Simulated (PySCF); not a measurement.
# Dipole response of O²⁺ (oxygen, charge +2)

[He] 2s1 2p3, high-spin 5S determinant (an excited configuration). Calculation: PySCF 2.14, in aug-cc-pwCVDZ; the non-relativistic Hamiltonian (point nucleus). Coupled (time-dependent) response in atomic units; α is the mean over directions. A double-zeta set is small for polarisabilities.

| method | mean α (bohr³) | C₆ (like pair) | S(−4) |
| --- | --- | --- | --- |
| UHF | 0.9390 | 1.201 | 0.3194 |
| PBE | 1.010 | 1.320 | 0.3880 |
| PBE0 | 0.9886 | 1.284 | 0.3661 |
| M06-L | 1.008 | 1.330 | 0.3800 |
| r2SCANh | 0.9764 | 1.286 | 0.3425 |

S(−4) is the Cauchy moment in α(ω) = α(0) + S(−4) ω² + …

α(iu) at M06-L:

```
u (hartree)  α(iu) (bohr³)
          0          1.008
     0.0500          1.007
      0.100          1.005
      0.200         0.9935
      0.300         0.9755
      0.500         0.9228
      0.750         0.8367
       1.00         0.7426
       1.50         0.5689
       2.00         0.4349
       3.00         0.2678
       5.00         0.1261
```

A single London oscillator, α(iu) = α/(1 + u²/ω²), gives C₆ = (3/4) ω α². Matching the computed C₆ needs ω = 4 × 1.330 / (3 × 1.008²) = 1.75 hartree.

For an ion, C₆ is the dispersion term alone; charge-induced terms of lower order in 1/R come first.
